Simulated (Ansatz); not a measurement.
System: CH6NSi, charge 0, doublet. CH6NSi (SMILES [CH2][SiH2]N, doublet).
B3LYP-D3(BJ)/def2-TZVP minimum from Ansatz (a program for electronic structure):
```
Si
N 1 1.7213
H 2 1.0062 1 121.07
H 2 1.0069 3 111.85 1 156.29
H 1 1.4838 2 110.54 3 -140.69
H 1 1.4861 5 109.23 2 -114.95
C 1 1.8455 5 106.85 6 -119.60
H 7 1.0853 1 123.01 5 17.46
H 7 1.0855 8 114.40 1 -179.13
```
Charge 0, spin multiplicity 2.

Total energies in cc-pV(D+d)Z, 19 correlated electrons, 7 frozen orbitals. Open shells are spin-unrestricted; no spin-orbit coupling. Cores are frozen in correlated methods. No relativity.

| method | program | energy (Eh) | minus CCSDT(Q) (mEh) |
|---|---|---|---|
| HF | Ansatz | -384.73790 | 448.82 |
| MP2 | Ansatz | -385.12706 | 59.65 |
| CCSD | Ansatz | -385.17467 | 12.04 |
| CCSD(T) | Ansatz | -385.18491 | 1.81 |
| CCSDT(Q) | Ansatz | -385.18671 | 0.00 |

Rough core times of Ansatz's runs on a shared machine: CCSD(T) under 20 s, CCSDT(Q) 40 min.
